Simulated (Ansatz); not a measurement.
A run of Ansatz (development build ahead of 0.2.0) on singlet TiCl₄ at this shape:

```tsv
atom	x (Å)	y (Å)	z (Å)
Ti	0.0000	0.0000	0.0000
Cl	1.2441	1.2441	1.2441
Cl	1.2441	-1.2441	-1.2441
Cl	-1.2441	1.2441	-1.2441
Cl	-1.2441	-1.2441	1.2441
```

Its results:

* Converged: yes
* Reference energy: -2686.70730 hartree
* Correlation energy: -1.14432 hartree
* Total energy: -2687.85163 hartree
* Spin squared of the determinant: 0.000

Task: Which input gives this output? Name the method, the orbitals and the basis set, and write the input.

Result: RHF-MP2 in def2-TZVP. An unrestricted run that stays on the closed shell gives the same numbers.

```yaml
crystal:
  periodic: [false, false, false]
  atoms:
    - { symbol: Ti, position_ang: [0.0, 0.0, 0.0] }
    - { symbol: Cl, position_ang: [1.24408, 1.24408, 1.24408] }
    - { symbol: Cl, position_ang: [1.24408, -1.24408, -1.24408] }
    - { symbol: Cl, position_ang: [-1.24408, 1.24408, -1.24408] }
    - { symbol: Cl, position_ang: [-1.24408, -1.24408, 1.24408] }
basis:
  gaussian: { orbitals: def2-TZVP }
hamiltonian:
  xc: hf
correlation:
  method: mp2
  frozen_orbitals: { Cl: 5, Ti: 5 }
```

Caution: no unrestricted run beside it, a lower state can exist; other spin multiplicities were not run.
